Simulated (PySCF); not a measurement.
Job for PySCF: D3(BJ) and D4 dispersion corrections on BH3O2Se (SMILES OB(O)[SeH]), a point of a torsion scan.

```python
from pyscf import gto
from pyscf.dispersion import dftd3, dftd4

mol = gto.M(
    atom='''
    O    -0.90296734   -1.04712812   -0.23984063
    B    -0.05837638   -0.11686053    0.22477982
    O    -0.19972047    1.21883599    0.19483071
    Se    1.63487952   -0.77604483    0.92773954
    H    -1.76176688   -0.80011815   -0.58285874
    H    -0.99475644    1.61047621   -0.16782378
    H     2.39800463    0.39444770    0.60359582
    ''',
    basis='def2-svp',
    charge=0, spin=0, verbose=0, max_memory=1800)
d3, d4 = {}, {}
for xc in ['hf', 'pbe', 'blyp', 'revpbe', 'tpss', 'r2scan', 'b3lyp', 'pbe0', 'bhlyp', 'camb3lyp', 'b2plyp']:
    d3[xc] = float(dftd3.DFTD3Dispersion(mol, xc=xc, version='d3bj', atm=False).get_dispersion()['energy'])
    print(f'D3(BJ) {xc:10s} {d3[xc]:14.8f} Eh')
for xc in ['hf', 'pbe', 'blyp', 'revpbe', 'tpss', 'r2scan', 'b3lyp', 'pbe0', 'bhlyp', 'camb3lyp', 'b2plyp']:
    d4[xc] = float(dftd4.DFTD4Dispersion(mol, xc={'camb3lyp': 'cam-b3lyp'}.get(xc, xc), atm=True).get_dispersion()['energy'])
    print(f'D4     {xc:10s} {d4[xc]:14.8f} Eh')
```

It printed:

```
D3(BJ) hf            -0.03765108 Eh
D3(BJ) pbe           -0.00447643 Eh
D3(BJ) blyp          -0.00991697 Eh
D3(BJ) revpbe        -0.01125417 Eh
D3(BJ) tpss          -0.00573180 Eh
D3(BJ) r2scan        -0.00120712 Eh
D3(BJ) b3lyp         -0.00814937 Eh
D3(BJ) pbe0          -0.00393653 Eh
D3(BJ) bhlyp         -0.00661469 Eh
D3(BJ) camb3lyp      -0.00367691 Eh
D3(BJ) b2plyp        -0.00390457 Eh
D4     hf            -0.01754181 Eh
D4     pbe           -0.00475743 Eh
D4     blyp          -0.01070120 Eh
D4     revpbe        -0.01492564 Eh
D4     tpss          -0.00644813 Eh
D4     r2scan        -0.00108199 Eh
D4     b3lyp         -0.00777800 Eh
D4     pbe0          -0.00397480 Eh
D4     bhlyp         -0.00596509 Eh
D4     camb3lyp      -0.00402568 Eh
D4     b2plyp        -0.00329539 Eh
```

The run finished.

Cost: very roughly 0.020 core-seconds.
